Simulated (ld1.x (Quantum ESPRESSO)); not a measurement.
## Mn: one change to a TM potential, before and after

* Element: manganese
* Generator: ld1.x (Quantum ESPRESSO) 7.5
* Type: norm-conserving Troullier–Martins (Kleinman–Bylander form)
* Functional: PBE
* Relativity: scalar-relativistic
* Frozen core: [Ar]
* Valence charge: 7
* Reference configuration: 3d5 4s2 4p0
* Partial waves: 4s (bound): rc 2.25 bohr; 4p (bound, empty): rc 2.55 bohr; 3d (bound): rc 1.15 bohr
* Local potential: all-electron potential smoothed inside 0.90 bohr (lloc = -2)
* Core correction: Bessel-smoothed model core inside 0.95 bohr

All-electron outer shells of the reference configuration (PBE, scalar-relativistic, ld1.x):

```tsv
shell	level (eV)	outermost node (bohr)	outermost maximum (bohr)
3s	-85.88	0.34	0.74
3p	-54.59	0.31	0.75
3d	-6.77	–	0.76
4s	-5.11	1.05	2.51
4p	-1.37	1.16	3.43
```

Change: local potential all-electron potential smoothed inside 1.06 bohr (lloc = -2).

Cutoffs: the cutoffs (Ry, on a coarse ladder) from which the occupation-weighted sum of valence levels, in a spherical-Bessel basis at the reference potential, stays within 10 and 1 mRy of its value at 400 Ry; they do not see the model core or the augmentation charge, which bear on the density cutoff. Errors are all-electron minus pseudo energies relative to the spin-unpolarised reference configuration.

Task: What does the change do?

Result: The potential gets neither clearly harder nor softer (160 Ry and 180 Ry → 160 Ry and 180 Ry); the bound ghosts move from p, s to s; the number of tests that count goes from 6 to 7; the errors of the 6 common tests hardly move; the range in which the p phases agree narrows (upper end 4.9 → 0.3). In the separable form a ghost depends on how the local part lies against the semilocal potential of the channel, so the choice of the local part can create or remove one.

```csv
quantity,base,changed
"cutoff, loose",160 Ry,160 Ry
"cutoff, tight",180 Ry,180 Ry
loose cutoff by channel (10 mRy a level),"s 6 Ry, d 140 Ry","s 10 Ry, d 140 Ry"
bound ghosts,"s, p",s
"tests counted (converged, no solver errors)",6 of 7,7 of 7
"error for 3d5 4s1 4p0, meV [ΔE 8.42 eV]",-8.5,-9.0
"error for 3d5 4s0 4p0, meV [ΔE 24.01 eV]",-51,-51
"error for 3d4 4s0 4p0, meV [ΔE 56.53 eV]",-192,-195
"error for 3d3 4s0 4p0, meV [ΔE 107.30 eV]",-1373,-1389
"error for 3d4 4s2 4p0, meV [ΔE 13.19 eV]",-238,-264
"error for 3d6 4s0 4p0, meV [ΔE 6.81 eV]",-251,-253
s: phases at 2.75 bohr within 0.05 rad from the reference energy up to (Ry; the scan ends near 5),2.5,2.9
p: phases at 2.75 bohr within 0.05 rad from the reference energy up to (Ry; the scan ends near 5),4.9,0.3
d: phases at 2.75 bohr within 0.05 rad from the reference energy up to (Ry; the scan ends near 5),to the end of the scan,to the end of the scan
```

Base: Tests not counted: 3d5 4s0 4p2 (solver errors, printed error -10.7 eV). Changed file: These tests converged, but a pseudo level misses the all-electron one widely, so the file describes the atom poorly there or has found another state: 3d4 4s0 4p0: empty 4p by 2.8 eV (a node warning on the way); 3d3 4s0 4p0: empty 4s by 11.3 eV. A true bound ghost makes a file unfit for plane-wave use even where its test errors are small: the radial tests pick states by their node count and pass the ghost by. Where a test does run into it, the solver fails or the error is huge.
